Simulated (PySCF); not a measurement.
Curvature of the energy in the electron number along the 4d series, charge -1

Calculated with PySCF 2.14, in aug-cc-pVDZ-PP with ECP28MDF, ECP: one orbital is emptied in steps, and each cell gives the departure of E from the straight line at half an electron, in eV (from a cubic fit). The exact functional gives zero.

```
species   orbital    LDA    PBE  r2SCAN   PBE0  BHandHLYP  LC-wPBE
    Nb⁻   5s beta  -0.49  -0.44   -0.32  -0.30      -0.23     0.04
    Mo⁻   5s beta  -0.50  -0.44   -0.31  -0.29      -0.24     0.04
    Ru⁻   5s beta  -0.58  -0.55   -0.47  -0.37      -0.26     0.05
    Rh⁻   5s beta  -0.61  -0.59   -0.51  -0.39      -0.26     0.05
    Pd⁻  5s alpha  -0.61  -0.59   -0.53  -0.40      -0.26     0.03
    Ag⁻   5s beta  -0.66  -0.63   -0.55  -0.42      -0.27     0.07
```

Question: How does the mean departure depend on the functional?

Answer: LDA -0.57 eV; PBE -0.54 eV; r2SCAN -0.45 eV; PBE0 -0.36 eV; BHandHLYP -0.25 eV; LC-wPBE 0.05 eV. Semilocal functionals are convex (delocalisation error), and exact exchange removes curvature roughly in proportion to its share, so among the functionals the range-separated hybrids usually come closest to zero.

At the full anion the orbital energy is positive in some cells, where the basis helps to hold the electron.

No spin-orbit coupling is included.
